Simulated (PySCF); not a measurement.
**Molecular orbitals of RbN**

LC-ωPBE at R = 2.761 Å; PySCF, scalar-relativistic core potentials, basis sets Rb def2-SVP with ECP28, N def2-SVP. State: ³Σ⁻ (triplet), unpaired electrons π ↑↑. Only the outer orbitals are listed, counted within each symmetry, core potentials removing the inner ones.

| spin | orbital | occ. | ε (eV) | on Rb (%) | main shells (%) |
| --- | --- | --- | --- | --- | --- |
| α | 2σ | 1 | -38.29 | 100 | 100 Rb s |
| α | 3σ | 1 | -20.77 | 75 | 75 Rb p, 24 N s |
| α | 1π | 1 | -20.68 | 100 | 100 Rb p |
| α | 1π | 1 | -20.68 | 100 | 100 Rb p |
| α | 4σ | 1 | -19.26 | 27 | 73 N s, 25 Rb p |
| α | 2π | 1 | -7.99 | 4 | 96 N p |
| α | 2π | 1 | -7.99 | 4 | 96 N p |
| α | 5σ | 1 | -6.58 | 8 | 91 N p |
| α | 6σ | 0 | -0.20 | 99 | 78 Rb s, 21 Rb p |
| α | 3π | 0 | 0.76 | 100 | 86 Rb p, 14 Rb d |
| α | 3π | 0 | 0.76 | 100 | 86 Rb p, 14 Rb d |
| β | 2σ | 1 | -38.30 | 100 | 100 Rb s |
| β | 1π | 1 | -20.68 | 100 | 100 Rb p |
| β | 1π | 1 | -20.68 | 100 | 100 Rb p |
| β | 3σ | 1 | -20.50 | 97 | 97 Rb p |
| β | 4σ | 1 | -15.73 | 6 | 94 N s |
| β | 5σ | 1 | -4.86 | 21 | 79 N p, 15 Rb s |
| β | 6σ | 0 | -0.21 | 95 | 72 Rb s, 22 Rb p |
| β | 2π | 0 | 0.70 | 100 | 90 Rb p, 10 Rb d |
| β | 2π | 0 | 0.70 | 100 | 90 Rb p, 10 Rb d |

Which are the highest filled and the lowest empty level, where do they sit, and how wide is the gap?

Highest filled β 5σ at -4.86 eV (in %: 79 N p, 15 Rb s); lowest empty β 6σ at -0.21 eV (in %: 72 Rb s, 22 Rb p); the gap at LC-ωPBE is 4.65 eV.

| Item | Value |
| --- | --- |
| bond order (Mayer) | 0.72 |
| ⟨S²⟩ | 2.046 |
| charge on Rb (Mulliken, basis-dependent) | 0.58 |
| charge on Rb (Löwdin, basis-dependent) | 0.50 |
| dipole moment (positive dipole means Rb(−)N(+)) | -9.33 D |

Spin–orbit coupling is left out. The state was picked by a PBE0 search and need not be the measured ground state.
